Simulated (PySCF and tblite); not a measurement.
Results of a calculation; reference values are marked as such.
C8H4F2S2, numbered as in [cH:1]1[cH:2][s:3][c:4](-[c:7]2[s:8][cH:9][cH:10][c:11]2[F:12])[c:5]1[F:6].

Free energies: PBE0-D3(BJ)/pcSseg-1 on GFN2-xTB structures plus GFN2-xTB thermal terms, symmetry and mirror images included. Conformers within 2.5 kcal/mol (GFN2-xTB free energy) were kept, 7 at most. GIAO shieldings: PBE0/pcSseg-1. Shifts are against TMS (¹H), TMS (¹³C), CFCl3 (¹⁹F) at the same level. Run with PySCF (density fitting) and tblite.

Predict the averaged NMR shifts at 298.15 K.

¹H: 7.01 (H1/H10, 2H), 7.01 (H2/H9, 2H) ppm. ¹³C: 162.8 (C5/C11), 129.8 (C2/C9), 123.5 (C4/C7), 122.5 (C1/C10) ppm. ¹⁹F: -138.3 (F6/F12) ppm.

How do the conformers differ?

Torsions listed: S3–C4–C7–S8. Of a mirror pair one member is shown.
```
conformer  shape  weight %
        1   180°      90.6
        2    27°       9.4
```

```json
{"signal": "H1/H10", "1": "7.01", "2": "6.99", "average": "7.01"}
{"signal": "H2/H9", "1": "7.01", "2": "6.99", "average": "7.01"}
{"signal": "C1/C10", "1": "122.3", "2": "124.6", "average": "122.5"}
{"signal": "C2/C9", "1": "129.8", "2": "130.4", "average": "129.8"}
{"signal": "C4/C7", "1": "123.6", "2": "122.6", "average": "123.5"}
{"signal": "C5/C11", "1": "162.8", "2": "162.7", "average": "162.8"}
{"signal": "F6/F12", "1": "-139.4", "2": "-128.0", "average": "-138.3"}
```

Which signal moves most, for its nucleus, between 250 and 350 K through the change of populations alone?

F6/F12: -138.8 ppm at 250 K, -138.3 ppm at 298.15 K, -137.8 ppm at 350 K.

Unscaled ¹⁹F shifts at such levels can be off by tens of ppm; differences between conformers or isomers are more reliable. Shifts are unscaled: against experiment ¹³C can be off by 15 ppm or more and ¹H by 0.8 ppm.


Conformer gaps in pcSseg-1 on xTB geometries can be 2 kcal/mol off for S=O, P=O and other polar bonds.